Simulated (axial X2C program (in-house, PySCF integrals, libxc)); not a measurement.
## Nuclear properties of BrSeBr⁺

Calculated with an in-house all-electron X2C program for linear molecules (integrals from PySCF): two-component X2C with atomic mean-field Coulomb and Gaunt terms, Gaussian nuclei, basis Br dyall-av3z, Se dyall-v3z with contracted cores.

Br–Se–Br held linear, with bonds 2.333 and 2.333 Å (near the PBE0 minimum at charge 1 of the determinant lowest at the starting distance; the state shown can have its own minimum elsewhere, held linear; other orders of the atoms were not compared).

Input and command:
```json
{"zs": [35, 34, 35], "q": 1, "bas": ["dyall-av3z", "dyall-v3z", "dyall-av3z"], "r0": [2.3, 2.3], "symm": 1, "scan": ["PBE0", "HF", "LDA"], "levels": ["PBE0", "HF", "B3LYP"], "nst": 2}
```
```bash
python solin.py task.json out
```

Keys: zs atomic numbers; q charge; bas basis sets; r0 starting distance in Å; symm equal bonds; scan levels of the two-bond scan; levels methods; nst determinants followed.

Determinant lowest in the PBE0 search, Ω = 1/2 (⟨Sz⟩ = -0.50, ⟨Lz⟩ = 1.00 at PBE0), spin on the atoms Br -0.04, Se -0.42, Br -0.04:

```tsv
level	A∥/gI Br (MHz)	qzz Br (a.u.)	A∥/gI Se (MHz)	qzz Se (a.u.)
PBE0	980	0.15	1900	1.95
HF	1180	0.47	2070	2.24
B3LYP	981	0.00	1860	2.06
```

Determinant 0.06 eV from it at PBE0 and this distance, Ω = 3/2 (⟨Sz⟩ = 1.48, ⟨Lz⟩ = 0.02 at PBE0), spin on the atoms Br 0.37, Se 0.74, Br 0.37:

```csv
level,A∥/gI Br (MHz),qzz Br (a.u.),A∥/gI Se (MHz),qzz Se (a.u.)
PBE0,29.9,8.55,401,3.71
HF,70,9.80,350,2.05
B3LYP,36.4,8.37,402,4.04
```

A∥ (defined per Ω) follows by multiplying with gI = μI/(I μN); qzz is the electric field gradient, eQq0 = 234.96 MHz × Q/barn × qzz. The operators were transformed with the bare-nucleus X2C matrices; with these basis sets, hyperfine constants and field gradients can be off by tens of per cent, and where levels differ in sign neither size nor sign is settled.

Task: With gI(79Br) = 1.4043, gI(77Se) = 1.0701 (g factors from the IAEA table of nuclear moments by Stone), turn the PBE0 values of the first state into constants in MHz.

Result: A∥(79Br) = 980 × 1.4043 = 1380 MHz; A∥(77Se) = 1900 × 1.0701 = 2030 MHz.

The molecule was held linear; bending was not examined, so a bent shape may lie lower.

Each state is one determinant with collinear spin, which with several unpaired electrons need not be a pure state. Unrestricted Hartree–Fock can overshoot spin polarisation at the nuclei. With several open shells hyperfine constants can be off by a factor of several. At HF a later determinant lies lower. States lie within half an eV, so the first need not be the ground state. Where a field gradient or hyperfine factor spreads by more than a factor of two over the levels, a constant derived from it is not to be relied on. PBE0 term energies can be off by some tenths of an eV.
